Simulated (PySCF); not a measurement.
## A ladder of Hamiltonians for Ar¹⁴⁺ (argon, charge +14)

Occupied: 1s1/2, 2s1/2. Hartree-Fock calculated with PySCF 2.14 in an uncontracted even-tempered set (20 s from 0.83 bohr⁻², ratio 2.3; 13 p from 0.99 bohr⁻², ratio 2.3), Gaussian nucleus throughout. NR is non-relativistic, sf-X2C the spin-free one-electron X2C Hamiltonian, X2C adds the bare one-electron spin-orbit term, X2C-SNSO screens it by Boettger's factors, DC is four-component Dirac-Coulomb, and the Gaunt and Breit terms are added at first order (total energies over the DC spinors, levels after relaxing the spinors in that mean field). QED terms are absent. Levels marked empty are virtual spinors of this ion.

```json
{"level (eV)": "1s1/2", "NR": "-3927.9", "sf-X2C": "-3942.9", "X2C": "-3942.9", "X2C-SNSO": "-3942.9"}
{"level (eV)": "2s1/2", "NR": "-846.26", "sf-X2C": "-850.38", "X2C": "-850.38", "X2C-SNSO": "-850.38"}
{"level (eV)": "2p1/2 (empty)", "NR": "-752.46", "sf-X2C": "-753.62", "X2C": "-755.86", "X2C-SNSO": "-755.61"}
{"level (eV)": "2p3/2 (empty)", "NR": "-752.46", "sf-X2C": "-753.62", "X2C": "-752.52", "X2C-SNSO": "-752.64"}
{"level (eV)": "3s1/2 (empty)", "NR": "-328.90", "sf-X2C": "-330.12", "X2C": "-330.12", "X2C-SNSO": "-330.12"}
```

Where do the four-component calculations put these levels?

1s1/2: DC -3943.9, DC+Gaunt -3941.8, DC+Breit -3941.8; 2s1/2: DC -850.47, DC+Gaunt -850.27, DC+Breit -850.29; 2p1/2 (empty): DC -755.66, DC+Gaunt -755.31, DC+Breit -755.37; 2p3/2 (empty): DC -752.65, DC+Gaunt -752.44, DC+Breit -752.50; 3s1/2 (empty): DC -330.15, DC+Gaunt -330.09, DC+Breit -330.10 (eV).

| Hamiltonian | E (hartree) | E − E(DC) (hartree) | CPU seconds |
| --- | --- | --- | --- |
| NR | -377.5344 | 1.6632 | 0.27 |
| sf-X2C | -379.1544 | 0.0432 | 0.15 |
| X2C | -379.1544 | 0.0432 | 0.15 |
| X2C-SNSO | -379.1544 | 0.0432 | 0.15 |
| DC | -379.1976 | 0.0000 | 3.1 |
| DC+Gaunt | -379.1090 | 0.0886 | 5.6 |
| DC+Breit | -379.1105 | 0.0871 | 51 |

Weight of the small component: 1s1/2 0.00417, 2s1/2 0.000874, 2p1/2 0.000830, 2p3/2 0.000826, 3s1/2 0.000329.

Koopmans' value for the highest occupied level at DC+Breit: 850.29 eV, against an ionisation energy of 855.5 ± 0.3 eV (semi-empirical (NIST evaluation); NIST Atomic Spectra Database, ionization energies); the former lacks relaxation, correlation, QED and recoil.

The whole ladder took 61 s of wall time on 1 thread of AMD EPYC 9R45 96-Core Processor (shared host), launched as `OMP_NUM_THREADS=1 python relrun2.py TASK.json OUT` (a driver that calls PySCF for each Hamiltonian).
